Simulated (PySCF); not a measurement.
B2BrH7N2.
Numbering: `[Br:1][BH-:2]1[NH2+:3][BH2-:4][NH2+:5]1` (hydrogens: H6 on B2; H7, H8 on N3; H9, H10 on B4; H11, H12 on N5)

Method: PySCF 2.14.0, PBE0-D3(BJ)/def2-SVP geometry optimisation, gas phase.

(1) What internal coordinates does the optimisation give?

Answers

(1) 
| bond | length (Å) |
| --- | --- |
| Br1–B2 | 2.002 |
| B2–N3, B2–N5 | 1.578 |
| N3–B4, B4–N5 | 1.603 |
| B2–H6 | 1.210 |
| N3–H7, N5–H12 | 1.016 |
| N3–H8, N5–H11 | 1.018 |
| B4–H9 | 1.215 |
| B4–H10 | 1.215 |

Bonds in one row agree within 0.01 Å and their mean is given. A selection of angles:
| angle | degrees |
| --- | --- |
| Br1–B2–N3 | 112.3 |
| Br1–B2–H6 | 112.7 |
| N3–B2–N5 | 93.2 |
| N3–B2–H6 | 112.6 |
| B2–N3–B4 | 86.9 |
| B2–N3–H7 | 115.0 |
| B2–N3–H8 | 113.9 |
| B4–N3–H7 | 116.7 |
| B4–N3–H8 | 114.6 |
| H7–N3–H8 | 108.5 |
| N3–B4–N5 | 91.3 |
| N3–B4–H9 | 112.8 |
| N3–B4–H10 | 110.9 |
| H9–B4–H10 | 115.6 |

Torsions: Br1–B2–N3–B4 125° (anticlinal); B2–N3–B4–N5 -10° (synperiplanar); N3–B4–N5–B2 10° (synperiplanar); Br1–B2–N5–B4 -126° (anticlinal).

N3 (nitrogen bonded to 2 B and 2 H) has angles from 86.9° to 116.7°. B4 (four-coordinate boron) has angles from 91.3° to 115.6°. The 4-membered ring B2–N3–B4–N5 has internal angles of 86.9° to 93.2° (sum 358°, against 360° for a flat polygon); it is slightly puckered (a soft mode that the optimisation may not have finished), 0.07 Å rms from its mean plane, widest ring torsion 10°. The B–N distances run from 1.577 Å (B2–N3, drawn single) to 1.603 Å (B4–N5, drawn single), a spread of 0.026 Å. B2 (four-coordinate boron) has angles from 93.2° to 112.7°.

Point group: Cs (tolerance 0.08 Å). Whether it is a minimum is left open (no frequencies). One conformer, not necessarily the lowest.
